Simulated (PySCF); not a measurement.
Isomers of C7H13BO2, from PySCF, PBE0-D3(BJ)/def2-SVP geometry optimisation, gas phase. One conformer each, no zero-point energy, no frequencies.

**Question.** Which is lower in electronic energy at this level?
A. `[BH:1]1[O:2][CH2:3][CH2:4][C@H:5]([CH:6]2[CH2:7][CH2:8][CH2:9]2)[O:10]1` with C4–C5–C6–C7 -173°, O10–B1–O2–C3 0°, B1–O2–C3–C4 28°, O2–C3–C4–C5 -53°, C3–C4–C5–C6 173°: A = 3238, B = 822.4, C = 758.5 MHz, dipole 2.93 D
B. `[CH2:1]=[CH:2][C@@H:3]1[CH2:4][CH2:5][C@H:6]([B:7]([OH:8])[OH:9])[CH2:10]1` with C1–C2–C3–C4 -119°, C5–C6–B7–O8 150°, C6–B7–O8–H 177°, C6–B7–O9–H -177°, C2–C3–C4–C5 -149°, C3–C4–C5–C6 -2°, C4–C5–C6–B7 149°, C5–C6–C10–C3 -42°: A = 2847, B = 647.3, C = 592.1 MHz, dipole 3.09 D

**Answer.** B. That is `C=C[C@@H]1CC[C@H](B(O)O)C1`, 13.6 kcal/mol below the other.

```json
{"SMILES": "C=C[C@@H]1CC[C@H](B(O)O)C1", "mapped SMILES": "[CH2:1]=[CH:2][C@@H:3]1[CH2:4][CH2:5][C@H:6]([B:7]([OH:8])[OH:9])[CH2:10]1", "E (Eh)": "-449.13209", "relative (kcal/mol)": "0.0", "relative (kJ/mol)": "0.0", "dipole (D)": "3.09"}
{"SMILES": "B1OCC[C@H](C2CCC2)O1", "mapped SMILES": "[BH:1]1[O:2][CH2:3][CH2:4][C@H:5]([CH:6]2[CH2:7][CH2:8][CH2:9]2)[O:10]1", "E (Eh)": "-449.11035", "relative (kcal/mol)": "13.6", "relative (kJ/mol)": "57.1", "dipole (D)": "2.93"}
```

As drawn, the lower has an O–H bond and a C=C bond outside aromatic rings, which the higher lacks; the higher has a four-membered ring, which the lower lacks.
